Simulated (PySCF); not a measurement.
**Polarisability and C₆ of Yb²⁺ (ytterbium, charge +2)**

[Xe] 4f14, closed-shell 1S. Computed with PySCF 2.14 in ANO-RCC-VTZP, with scalar relativity by spin-free X2C-1e. Coupled (time-dependent) response in atomic units; α is the mean over directions. The basis has no added diffuse functions, which lowers α and C₆.

```json
{"method": "PBE0", "mean α (bohr³)": "6.156", "C₆ (like pair)": "29.94", "S(−4)": "29.72"}
```

S(−4) is the Cauchy moment in α(ω) = α(0) + S(−4) ω² + …

α(iu) at PBE0:

```tsv
u (hartree)	α(iu) (bohr³)
0	6.156
0.0500	6.084
0.100	5.895
0.200	5.384
0.300	4.920
0.500	4.254
0.750	3.648
1.00	3.150
1.50	2.382
2.00	1.853
3.00	1.214
5.00	0.6387
```

A single London oscillator, α(iu) = α/(1 + u²/ω²), gives C₆ = (3/4) ω α². Matching the computed C₆ needs ω = 4 × 29.94 / (3 × 6.156²) = 1.05 hartree.

For an ion, C₆ is the dispersion term alone; charge-induced terms of lower order in 1/R come first.

Spin-orbit coupling, which splits the p, d and f shells strongly at this Z, is absent.
